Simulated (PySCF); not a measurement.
3-ethynylfuran (C6H4O), SMILES C#Cc1ccoc1.

Coordinates come from a PBE0-D3(BJ)/def2-SVP optimisation.

Two levels are set side by side: PBE/def2-TZVP (PySCF) and B3LYP/def2-TZVP (PySCF). Same geometry, gas phase. Differences are taken from unrounded values.

```json
[
 {"quantity": "orbital gap (eV)", "B3LYP": "5.78"},
 {"quantity": "highest occupied level (eV)", "B3LYP": "-6.47"},
 {"quantity": "lowest empty level (eV)", "B3LYP": "-0.69"},
 {"quantity": "dipole moment (D)", "B3LYP": "0.50"},
 {"quantity": "mean polarisability (bohr³)", "B3LYP": "69.8"}
]
```

Question: What does PBE give, and how far is it from B3LYP? (The exact figures need the calculation; the answer reports its results.)

Answer: 
| quantity | PBE | PBE minus B3LYP |
|---|---|---|
| orbital gap (eV) | 4.29 | -1.49 |
| highest occupied level (eV) | -5.67 | 0.80 |
| lowest empty level (eV) | -1.38 | -0.70 |
| dipole moment (D) | 0.56 | 0.06 |
| mean polarisability (bohr³) | 71.1 | 1.3 |

PBE's occupied levels lie high since its potential decays too fast outside the molecule; exact exchange lowers them and widens the gap. Differences between two approximate levels are no errors against the true value.

Rough cost on one machine, each run with all the roots and properties that it gave: B3LYP against PBE within a factor of 2.
